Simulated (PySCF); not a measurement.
Start geometry of `C1=CC2=CC=CC2=C1` from GFN2-xTB (Å):
```
atom  x, y, z in Å
C1     2.1267   -0.2840   -0.1066
C2     1.5610    0.8898    0.2292
C3     0.1141    0.6930    0.1909
C4    -1.0817    1.2881    0.3712
C5    -2.1268    0.2836    0.1036
C6    -1.5608   -0.8901   -0.2314
C7    -0.1144   -0.6929   -0.1946
C8     1.0813   -1.2877   -0.3761
H9     3.1779   -0.4984   -0.1783
H10    2.0575    1.8082    0.4813
H11   -1.2919    2.3040    0.6573
H12   -3.1779    0.4974    0.1770
H13   -2.0573   -1.8086   -0.4818
H14    1.2917   -2.3030   -0.6639
```

Q: What comes out of this run: BHandHLYP/def2-SVP geometry optimisation, gas phase (PySCF)?

A: 
```
atom  x, y, z in Å
C1     2.181   -0.160   -0.107
C2     1.615    0.996    0.286
C3     0.160    0.782    0.271
C4    -1.030    1.362    0.503
C5    -2.093    0.354    0.219
C6    -1.527   -0.802   -0.175
C7    -0.072   -0.588   -0.161
C8     1.118   -1.168   -0.392
H9     3.241   -0.353   -0.209
H10    2.130    1.907    0.559
H11   -1.225    2.375    0.837
H12   -3.153    0.546    0.321
H13   -2.042   -1.713   -0.448
H14    1.312   -2.181   -0.724
```

The energy falls by 0.66 kcal/mol over 4 energy and gradient evaluations, the largest force component goes from 0.0101 to 4.1e-04 Eh/bohr, and the atoms move by 0.020 Å rms after alignment. Among the bonds, C4–C5 and C1–C8 change most and about equally (+0.018 Å). Bonds longer at the end by more than 0.005 Å: 10 of 15; shorter: 0. Rotational constants go from 5299, 2202, 1555 to 5264, 2185, 1544 MHz. The orientation of the end geometry is arbitrary; only internal coordinates are fixed.

The run used 142 basis functions and 29 SCF cycles in all.

BHandHLYP/def2-SVP frequencies: not computed here.
